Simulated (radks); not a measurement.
Results of a calculation; reference values are marked as such.
Ionisation of neutral lithium, [He] 2s1, to [He] as the strength of local exchange is varied. Code: a radial shooting solver on a logarithmic mesh with Libxc functionals. Model: non-relativistic Kohn-Sham, Slater X-alpha exchange (alpha = 2/3 is LDA exchange), no correlation, spin-polarised, spherical densities, point nucleus; open shells are filled with parallel spins first.

alpha,E(Li) (hartree),exchange (hartree),IE (eV),-e of the level emptied (eV),<r> of it (bohr)
0.573,-6.98385,-1.26999,4.598,2.294 (2s),4.126
0.61,-7.06616,-1.36204,4.765,2.464 (2s),4.048
0.626,-7.10194,-1.40222,4.838,2.539 (2s),4.015
0.667,-7.19415,-1.50622,5.029,2.735 (2s),3.934
0.668,-7.19641,-1.50878,5.033,2.739 (2s),3.932
0.919,-7.77732,-2.17804,6.286,4.075 (2s),3.507
0.978,-7.91792,-2.34342,6.601,4.421 (2s),3.422

NIST Atomic Spectra Database: 5.392 eV (measured). The Delta-SCF value meets it near alpha = 0.74.
